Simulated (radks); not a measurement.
Q: Radial electron density D(r) = 4 pi r^2 rho(r) of an atom or ion with 56 electrons. Calculated with a radial shooting solver on a logarithmic mesh with Libxc functionals: scalar-relativistic Kohn-Sham, TASK exchange with Perdew-Wang LDA correlation, spin-unpolarised, spherical densities, finite nucleus; meta-GGA in the generalised Kohn-Sham scheme; Fermi nuclear charge, rms radius of each element as measured or else 0.836 A^(1/3) + 0.57 fm.

```
   r/bohr * D(r) (the largest magnitude, 98, reaches the edge; | marks zero)
 0.004389 |              *
 0.005151 |                 *
 0.006045 |                     *
 0.007094 |                         *
 0.008324 |                             *
 0.009769 |                                 *
  0.01156 |                                     *
  0.01356 |                                       *
  0.01591 |                                         *
  0.01867 |                                         *
  0.02192 |                                        *
  0.02572 |                                      *
  0.03018 |                                    *
  0.03542 |                                    *
  0.04156 |                                      *
  0.04877 |                                          *
  0.05724 |                                                *
  0.06771 |                                                     *
  0.07945 |                                                      *
  0.09324 |                                                   *
   0.1094 |                                             *
   0.1284 |                                        *
   0.1507 |                                       *
   0.1768 |                                          *
   0.2075 |                                              *
   0.2435 |                                             *
   0.2858 |                                     *
    0.338 |                         *
   0.3967 |                 *
   0.4655 |                *
   0.5463 |                  *
   0.6411 |                  *
   0.7523 |               *
   0.8829 |          *
    1.036 |      *
    1.216 |    *
    1.427 |   *
    1.674 |   *
    1.981 |  *
    2.324 | *
    2.728 |*
    3.201 |*
    3.756 *
    4.408 *
    5.173 *
     6.07 *
    7.124 *
     8.36 *
    9.889 *
     11.6 *
```

What is the nuclear charge?

A: Z = 57. The innermost maximum, from 1s, lies near gamma/Z bohr with gamma = sqrt(1 - (Z/c)^2) = 0.909, here 0.016 bohr (found: 0.0175), and its height grows with Z. The density is that of the lanthanum ion La+ in [Xe] 5d1.5 4f0.5; the configuration itself is not fixed sharply by these data, and Z only to a few units. D(r) has 4 maxima, at r = 0.0175, 0.0776, 0.219, 0.611 bohr, and minima at 0.0338, 0.145, 0.447 bohr, inside which lie 1.96, 11.20, 28.95 electrons.
